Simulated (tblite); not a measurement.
Compound: 2-methyl-1-pentanethiol, C₆H₁₄S.
Numbering: `[CH3:1][CH2:2][CH2:3][C@H:4]([CH3:5])[CH2:6][SH:7]` (hydrogens: H8, H9, H10 on C1; H11, H12 on C2; H13, H14 on C3; H15 on C4; H16, H17, H18 on C5; H19, H20 on C6; H21 on S7)

Structure optimised with GFN2-xTB, isolated species.

Question: Give the optimised bond lengths and angles.

Answer: 
| bond | length (pm) | order |
| --- | --- | --- |
| C1–C2 | 152.4 | single |
| C2–C3 | 152.7 | single |
| C3–C4 | 153.2 | single |
| C4–C5 | 152.8 | single |
| C4–C6 | 152.7 | single |
| C6–S7 | 182.5 | single |
| C1–H8, C1–H9, C1–H10 | 108.8 | single |
| C2–H11 | 109.1 | single |
| C2–H12 | 109.3 | single |
| C3–H13 | 109.3 | single |
| C3–H14 | 109.3 | single |
| C4–H15 | 109.7 | single |
| C5–H16, C5–H17, C5–H18 | 108.7 | single |
| C6–H19 | 109.0 | single |
| C6–H20 | 109.0 | single |
| S7–H21 | 133.2 | single |

Bonds in one row agree within 1 pm and their mean is given. Orders are formal, as drawn. A selection of angles:
| angle | degrees |
| --- | --- |
| C2–C1–H8 | 110.6 |
| C2–C1–H10 | 110.5 |
| H8–C1–H9 | 108.5 |
| C1–C2–C3 | 111.4 |
| C1–C2–H11 | 109.0 |
| C1–C2–H12 | 109.3 |
| C3–C2–H11 | 109.9 |
| C3–C2–H12 | 109.3 |
| H11–C2–H12 | 107.8 |
| C2–C3–C4 | 113.6 |
| C2–C3–H13 | 109.4 |
| C2–C3–H14 | 108.5 |
| C4–C3–H13 | 109.1 |
| C4–C3–H14 | 108.4 |
| H13–C3–H14 | 107.5 |
| C3–C4–C5 | 112.1 |
| C3–C4–C6 | 110.5 |
| C3–C4–H15 | 108.5 |
| C5–C4–C6 | 108.6 |
| C5–C4–H15 | 108.6 |
| C6–C4–H15 | 108.4 |
| C4–C5–H16 | 110.5 |
| C4–C5–H17 | 110.4 |
| H16–C5–H17 | 108.5 |
| H17–C5–H18 | 108.6 |
| C4–C6–S7 | 113.6 |
| C4–C6–H19 | 111.2 |
| C4–C6–H20 | 110.7 |
| S7–C6–H19 | 107.4 |
| S7–C6–H20 | 104.8 |
| H19–C6–H20 | 108.8 |
| C6–S7–H21 | 96.0 |

Torsions: C1–C2–C3–C4 -174° (antiperiplanar); C2–C3–C4–C5 -69° (synclinal); C3–C4–C6–S7 -63° (synclinal); H21–S7–C6–C4 -62° (synclinal).

Of the pairs four or more bonds apart, S7···H14 is among the closest relative to their van der Waals radii: 2.69 Å, 90 % of the sum of Bondi's values.

Point group: C1 (no symmetry element, even within 0.4 Å). Its GFN2-xTB frequencies are all real (lowest 52 cm⁻¹). One conformer, not necessarily the lowest (C1–C2–C3–C4 -174°, C2–C3–C4–C5 -69°, C3–C4–C6–S7 -63°, C4–C6–S7–H -62°).

On an Arm Neoverse N1 with one thread, no GPU, shared host with 64 logical CPUs at a one-minute load of 60, this took 1.1 s wall. These figures are those of the optimisation.

All values are computed, not measured.
